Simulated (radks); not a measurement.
Results of a calculation; reference values are marked as such.
Question: All-electron atom: Rh V in [Kr] 4d5. Code: a radial shooting solver on a logarithmic mesh with Libxc functionals. Model: non-relativistic Kohn-Sham, LDA (Slater exchange, Perdew-Wang correlation), spin-unpolarised, spherical densities, point nucleus; relativity is left out, which matters for an element this heavy. Some entries of the table are withheld. Estimate them.

orbital  occ.  eigenvalue (hartree)  <r^2> (bohr^2)  <1/r> (bohr^-1)
1s          2             -823.1507        0.001536            44.44
2s          2             -118.8354         0.02553            10.07
2p          6             -110.3852         0.01933              (1)
3s          2             -22.77392          0.1863            3.548
3p          6                   (2)             (3)            3.465
3d         10             -13.22933          0.1634            3.306
4s          2              -4.75463             (4)            1.377
4p          6                   (5)           1.286              (6)
4d          5              -2.03525           1.967            1.015

Answer: 
(1) 2p <1/r> (bohr^-1): 10.08
(2) 3p eigenvalue (hartree): -19.42406
(3) 3p <r^2> (bohr^2): 0.1823
(4) 4s <r^2> (bohr^2): 1.114
(5) 4p eigenvalue (hartree): -3.71322
(6) 4p <1/r> (bohr^-1): 1.271
